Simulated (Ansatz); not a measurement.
```yaml
crystal:
  periodic: [false, false, false]
  atoms:
    - {symbol: O, position_ang: [-1.627315, 1.154510, 1.451232]}
    - {symbol: C, position_ang: [-0.147334, 1.085973, 1.406472]}
    - {symbol: C, position_ang: [0.324941, 0.691892, 0.116432]}
    - {symbol: N, position_ang: [-0.175297, -0.611008, -0.249136]}
    - {symbol: Si, position_ang: [0.519962, -1.679712, -1.370488]}
    - {symbol: H, position_ang: [-1.938584, 1.790229, 0.828204]}
    - {symbol: H, position_ang: [0.270078, 2.118230, 1.677212]}
    - {symbol: H, position_ang: [0.184367, 0.415014, 2.194695]}
    - {symbol: H, position_ang: [1.417924, 0.601667, 0.109390]}
    - {symbol: H, position_ang: [-0.778150, -0.665487, 0.358577]}
    - {symbol: H, position_ang: [-1.078150, -0.715487, 0.058577]}
    - {symbol: H, position_ang: [-0.129990, -3.036636, -1.273284]}
    - {symbol: H, position_ang: [1.949491, -1.864337, -1.055896]}
    - {symbol: H, position_ang: [0.390704, -1.233305, -2.846722]}
basis:
  gaussian: {orbitals: x2c-TZVPPall}
hamiltonian: {xc: {name: wPBEh}}
output: {forces: true}
```

```sh
$ ansatz run in.yaml --threads 4 --pin off --events-out ev --progress --plain --max-ram 10444MiB
```

Shortened log:

```
Functional definition: wPBEh
1499 factors; their error is unknown
129 factors; integrals over basis functions are off by at most 7.6e-7 eV
mean field evaluation 1: about -13622.7147 eV, gradient 7.2e1 eV
mean field evaluation 2: about -13580.5625 eV, gradient 1.3e2 eV
mean field evaluation 4: about -13633.4795 eV, gradient 9.6e0 eV
mean field evaluation 8: about -13633.6727 eV, gradient 3.4e-1 eV
mean field evaluation 16: about -13633.6953 eV, gradient 9.0e-3 eV
mean field -13633.69526959 eV, -501.0290599068 hartree, gradient 1.1e-5 eV, S^2 0.000000; 0 other end points of the search recorded, 0 dependent functions left out
reference -13633.69531627 eV, -501.0290616225 hartree; 25, 25 occupied and 267, 267 virtual orbitals, 1499 factors
Total energy: -13633.69531627 eV, -501.0290616225 hartree
Relativity: scalar
Atom 0 at    -1.627315     1.154510     1.451232 Å, force     1.063736    -1.734195     1.160777 eV/Å
Atom 1 at    -0.147334     1.085973     1.406472 Å, force    -0.513965     2.408812     0.883064 eV/Å
Atom 2 at     0.324941     0.691892     0.116432 Å, force     1.930140     2.775730    -2.373674 eV/Å
Atom 3 at    -0.175297    -0.611008    -0.249136 Å, force     9.945818     0.823494    -8.150449 eV/Å
Atom 4 at     0.519962    -1.679712    -1.370488 Å, force     0.345704    -1.762201    -2.141218 eV/Å
Atom 5 at    -1.938584     1.790229     0.828204 Å, force     0.163428     0.744946    -0.893150 eV/Å
Atom 6 at     0.270078     2.118230     1.677212 Å, force    -0.301856    -1.426432    -0.416487 eV/Å
Atom 7 at     0.184367     0.415014     2.194695 Å, force    -0.784358    -0.506067     0.952990 eV/Å
Atom 8 at     1.417924     0.601667     0.109390 Å, force    -0.160605     0.138617     0.050801 eV/Å
Atom 9 at    -0.778150    -0.665487     0.358577 Å, force    23.237133     2.804035    41.452438 eV/Å
Atom 10 at    -1.078150    -0.715487     0.058577 Å, force   -34.893114    -5.033791   -31.986639 eV/Å
Atom 11 at    -0.129990    -3.036636    -1.273284 Å, force    -0.060551     0.524375     0.163428 eV/Å
Atom 12 at     1.949491    -1.864337    -1.055896 Å, force     0.032000     0.227502     0.139749 eV/Å
Atom 13 at     0.390704    -1.233305    -2.846722 Å, force    -0.003511     0.015175     1.158371 eV/Å
Dipole moment:    -0.094478    -0.658571    -0.170171 e Å
```

Something in this input is off. What?

One atom was put on top of another. Self-consistency was reached. The result belongs to that input, not to the molecule as meant.
